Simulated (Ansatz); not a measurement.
Consider the formal exchange of groups at the Si–Si bond: `OC[SiH2][SiH3]` + `C=C(F)CCl` → `OC[SiH2]Cl` + `C=C(F)C[SiH3]`.

Isolated molecules relaxed with PBE0-D4/def2-TZVP in Ansatz; ΔE leaves out vibrations. CBS: MP2 limit from def2 TZ/QZ plus the TZ coupled-cluster correction, frozen cores. DFT in def2-TZVPP. B3LYP here is the variant with VWN-RPA as its local correlation; programs differ in this. One conformer a species, not always the lowest.

(1) Is it downhill or uphill in electronic energy at CCSD(T)/CBS, and by how much? (Estimate.)

(2) What do these levels give: PBE0-D4, B3LYP-D4, ωB97M-V, r2SCAN, PBE0, B3LYP, HF/def2-TZVPP, MP2/def2-TZVPP, SCS-MP2/def2-TZVPP, MP2/def2-QZVPP, MP2/CBS(def2), CCSD/CBS(def2)? (Estimate.)

Largest T1 diagnostic among the species: 0.012.

## Answers

(1) Computed: Downhill: ΔE = -168.6 kJ/mol.

(2) The calculation gave: PBE0-D4 -158.0, B3LYP-D4 -163.5, ωB97M-V -174.2, r2SCAN -165.0, PBE0 -156.9, B3LYP -161.3, HF/def2-TZVPP -177.5, MP2/def2-TZVPP -178.5, SCS-MP2/def2-TZVPP -174.0, MP2/def2-QZVPP -180.8, MP2/CBS(def2) -182.0, CCSD/CBS(def2) -171.0 kJ/mol.

From PBE to PBE0 (25 % exact exchange), in def2-TZVPP and without D4, ΔE moves by −9.2 kJ/mol.
